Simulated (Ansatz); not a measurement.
Start from `O/C=C/[SiH2][SiH3]` and change one atom or group (the configuration at the double bond changes too) to get `O/C=[CH]\[AlH2]`.

Ansatz, PBE0-D4/def2-TZVP geometries, multiplicity 1. Each molecule was computed in one conformer, which needn't be the lowest.

```tsv
property	`O/C=C/[SiH2][SiH3]`
LUMO energy (ωB97M-V/def2-TZVPP) / eV	1.84
HOMO energy (PBE0/def2-TZVPP) / eV	-6.84
HOMO–LUMO gap (PBE0/def2-TZVPP) / eV	6.75
HOMO–LUMO gap (B3LYP/def2-TZVPP) / eV	6.34
LUMO energy (PBE0/def2-TZVPP) / eV	-0.09
HOMO energy (PBE/def2-TZVPP) / eV	-5.72
```

What does the change do to each property? (Estimate.)

Ansatz gave: 
```json
{"property": "LUMO energy (ωB97M-V/def2-TZVPP) / eV", "`O/C=[CH]\\[AlH2]`": "0.00", "shift": "-1.84"}
{"property": "HOMO energy (PBE0/def2-TZVPP) / eV", "`O/C=[CH]\\[AlH2]`": "-7.08", "shift": "-0.24"}
{"property": "HOMO–LUMO gap (PBE0/def2-TZVPP) / eV", "`O/C=[CH]\\[AlH2]`": "5.41", "shift": "-1.34"}
{"property": "HOMO–LUMO gap (B3LYP/def2-TZVPP) / eV", "`O/C=[CH]\\[AlH2]`": "4.98", "shift": "-1.36"}
{"property": "LUMO energy (PBE0/def2-TZVPP) / eV", "`O/C=[CH]\\[AlH2]`": "-1.67", "shift": "-1.58"}
{"property": "HOMO energy (PBE/def2-TZVPP) / eV", "`O/C=[CH]\\[AlH2]`": "-5.96", "shift": "-0.24"}
```

With PBE0 the HOMO falls by 0.24 eV and the LUMO falls by 1.58 eV, so the gap narrows by about 1.34 eV. PBE moves the HOMO by -0.24 eV and ωB97M-V by -0.31 eV.

B3LYP here is the variant with VWN-RPA as its local correlation; programs differ in this.
